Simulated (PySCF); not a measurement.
TiF4, SMILES [F][Ti]([F])([F])[F], multiplicity 1.

The structure is a stationary point at B3LYP-D3(BJ)/def2-SVP. The multiplicity is an assumed one; other spin states were not compared. The isomer is the one that the SMILES or the coordinates give; other isomers of the formula were not compared.

Two levels are set side by side: PBE/def2-TZVP (PySCF) and r2SCAN/def2-TZVP (PySCF). Same geometry, gas phase. Differences are taken from unrounded values.

| quantity | r2SCAN |
|---|---|
| orbital gap (eV) | 6.99 |
| highest occupied level (eV) | -10.98 |
| lowest empty level (eV) | -3.99 |
| mean polarisability (bohr³) | 30.2 |

### Question
What does PBE give, and how far is it from r2SCAN? (An estimate is asked for; the answer gives what the named calculation found.)

### Answer

```csv
quantity,PBE,PBE minus r2SCAN
orbital gap (eV),6.46,-0.53
highest occupied level (eV),-10.44,0.54
lowest empty level (eV),-3.98,0.01
mean polarisability (bohr³),31.5,1.2
```

Rough cost on one machine, each run with all the roots and properties that it gave: r2SCAN against PBE about 4 times.
